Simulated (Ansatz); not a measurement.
C$_{2}$H$_{9}$GeN (`C[N](C)[GeH3]`). Charge 0, multiplicity 1. The geometry is a stationary point of PBE0-D4/def2-TZVP.

```xyz
13

C    -1.347   -0.181   -0.569
N    -0.089    0.364   -0.119
C     0.962    0.209   -1.096
Ge    0.364    0.059    1.638
H    -1.310   -1.264   -0.775
H    -1.659    0.315   -1.496
H    -2.128   -0.007    0.175
H     0.681    0.710   -2.030
H     1.182   -0.844   -1.344
H     1.887    0.671   -0.741
H    -0.836    0.493    2.494
H     1.612    0.905    1.935
H     0.681   -1.431    1.928
```

Question: What is the dipole moment at B3LYP/def2-TZVPP? (An estimate is asked.)

Answer: The calculation gave: 0.47 D, with components (-0.03, -0.31, -0.35) D in this frame, pointing from negative to positive charge.

Question: And with PBE, r2SCAN, ωB97M-V? (Best estimate.)

Answer: The calculation gave: PBE 0.46 D, r2SCAN 0.47 D, ωB97M-V 0.46 D.

Question: Give the Mulliken charges with B3LYP, ωB97M-V, PBE in def2-TZVPP. (Estimate.)

Answer: Ansatz gave: 
```json
{"atom": "C1", "B3LYP": "-0.19", "ωB97M-V": "-0.25", "PBE": "-0.19"}
{"atom": "N2", "B3LYP": "-0.27", "ωB97M-V": "-0.31", "PBE": "-0.22"}
{"atom": "C3", "B3LYP": "-0.19", "ωB97M-V": "-0.25", "PBE": "-0.19"}
{"atom": "Ge4", "B3LYP": "0.20", "ωB97M-V": "0.14", "PBE": "0.16"}
{"atom": "H5", "B3LYP": "0.08", "ωB97M-V": "0.11", "PBE": "0.07"}
{"atom": "H6", "B3LYP": "0.08", "ωB97M-V": "0.11", "PBE": "0.08"}
{"atom": "H7", "B3LYP": "0.10", "ωB97M-V": "0.11", "PBE": "0.09"}
{"atom": "H8", "B3LYP": "0.08", "ωB97M-V": "0.11", "PBE": "0.08"}
{"atom": "H9", "B3LYP": "0.08", "ωB97M-V": "0.11", "PBE": "0.07"}
{"atom": "H10", "B3LYP": "0.10", "ωB97M-V": "0.11", "PBE": "0.09"}
{"atom": "H11", "B3LYP": "-0.01", "ωB97M-V": "0.01", "PBE": "-0.01"}
{"atom": "H12", "B3LYP": "-0.01", "ωB97M-V": "0.01", "PBE": "-0.01"}
{"atom": "H13", "B3LYP": "-0.04", "ωB97M-V": "-0.02", "PBE": "-0.04"}
```

B3LYP here is the variant with VWN-RPA as its local correlation; programs differ in this.
